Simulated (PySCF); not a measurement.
Compound: C7H8FN.
SMILES with atom numbers: `[CH:1]#[C:2][C@@H:3]1[CH2:4][C@H:5]([F:6])[CH2:7][CH:8]=[N:9]1` (hydrogens: H10 on C1; H11 on C3; H12, H13 on C4; H14 on C5; H15, H16 on C7; H17 on C8)

Theory: PySCF, PBE0-D3(BJ)/def2-SVP geometry optimisation, gas phase.

Task: List the bond lengths, angles and torsions at this level.

Result: 
| bond | length (Å) | order |
| --- | --- | --- |
| C1≡C2 | 1.210 | triple |
| C2–C3 | 1.465 | single |
| C3–C4 | 1.535 | single |
| C4–C5 | 1.510 | single |
| C5–F6 | 1.377 | single |
| C5–C7 | 1.512 | single |
| C7–C8 | 1.506 | single |
| C8=N9 | 1.267 | double |
| C3–N9 | 1.457 | single |
| C1–H10 | 1.074 | single |
| C3–H11 | 1.108 | single |
| C4–H12 | 1.102 | single |
| C4–H13 | 1.100 | single |
| C5–H14 | 1.105 | single |
| C7–H15 | 1.102 | single |
| C7–H16 | 1.105 | single |
| C8–H17 | 1.102 | single |

Orders are formal, as drawn. A selection of angles:
| angle | degrees |
| --- | --- |
| C1–C2–C3 | 177.9 |
| C2–C3–C4 | 110.7 |
| C2–C3–N9 | 110.0 |
| C4–C3–N9 | 115.1 |
| C3–C4–C5 | 109.6 |
| C4–C5–F6 | 110.2 |
| C4–C5–C7 | 109.6 |
| F6–C5–C7 | 109.9 |
| C5–C7–C8 | 111.5 |
| C7–C8–N9 | 127.5 |
| C3–N9–C8 | 119.5 |

Torsions: C2–C3–C4–C5 -172° (antiperiplanar); C3–C4–C5–F6 180° (antiperiplanar); C4–C5–C7–C8 -43° (synclinal); C5–C7–C8–N9 14° (synperiplanar); C7–C8–N9–C3 0° (synperiplanar); C2–C3–N9–C8 143° (anticlinal).

Of the pairs four or more bonds apart, C8···H12 is among the closest relative to their van der Waals radii: 3.03 Å, 105 % of the sum of Bondi's values. The 6 C–C bonds span 1.210 Å (C1≡C2, drawn triple) to 1.535 Å (C3–C4, drawn single), a spread of 0.325 Å. N9 (imine nitrogen) is bent (angle 119.5°). The 6-membered ring C3–C4–C5–C7–C8–N9 has internal angles of 109.6° to 127.5°; it is puckered, 0.20 Å rms from its mean plane, widest ring torsion 59°. The 2 C–N bonds span 1.267 Å (C8=N9, drawn double) to 1.457 Å (C3–N9, drawn single), a spread of 0.190 Å.

Point group: C1 (no symmetry element, even within 0.4 Å). Whether it is a minimum is left open (no frequencies). One conformer, not necessarily the lowest.
